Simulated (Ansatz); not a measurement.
Relaxation of BrClF3H3NTa (10 atoms, charge 0, multiplicity 1), to a largest force component of 0.03 eV/Å in at most 50 steps.

Computed with RHF/def2-SVP in Ansatz.

```xyz
10
Properties=species:S:1:pos:R:3:forces:R:3
Ta 0.037 -0.170 -0.069 2.17 -0.24 -0.04
N 2.118 -0.174 -0.186 -2.26 -0.03 0.16
H 2.673 -0.089 0.648 -0.01 -0.01 -0.03
H 2.638 -0.534 -0.965 0.00 -0.01 0.00
F 0.344 0.352 1.705 0.00 0.02 -0.01
Cl 0.000 -0.721 -2.349 0.01 -0.01 -0.02
F -1.153 1.236 -0.295 -0.02 0.01 0.01
F -0.753 -1.753 0.463 0.00 0.01 0.00
Br 1.572 3.189 -1.183 1.05 -1.27 0.36
H 2.367 1.976 -0.843 -0.95 1.52 -0.43
```

Where does it end, and by what steps?

The forces met the threshold. After 7 steps the energy has fallen by 0.372 eV; Br9 moved furthest, 0.86 Å.

```csv
step,energy less start (eV),largest force component (eV/Å),accepted
0,0.0000,2.262,yes
1,-0.2621,0.871,yes
2,-0.3285,0.170,yes
3,-0.3521,0.162,yes
4,-0.3685,0.250,yes
5,-0.3709,0.060,yes
6,-0.3711,0.037,yes
7,-0.3715,0.018,yes
```

```xyz
10
Properties=species:S:1:pos:R:3
Ta -0.025 -0.420 0.004
N 1.918 -0.318 -0.136
H 2.496 -0.115 0.662
H 2.458 -0.545 -0.952
F 0.202 0.066 1.806
Cl -0.149 -1.028 -2.270
F -1.022 1.127 -0.284
F -0.779 -2.037 0.543
Br 2.030 3.885 -1.386
H 2.713 2.698 -1.061
```

Whether the end is a true minimum wasn't checked by a vibrational analysis.

Time of the run: 19 s on 4 threads of Arm Neoverse V2, on a shared host, peak memory 0.51 GiB.
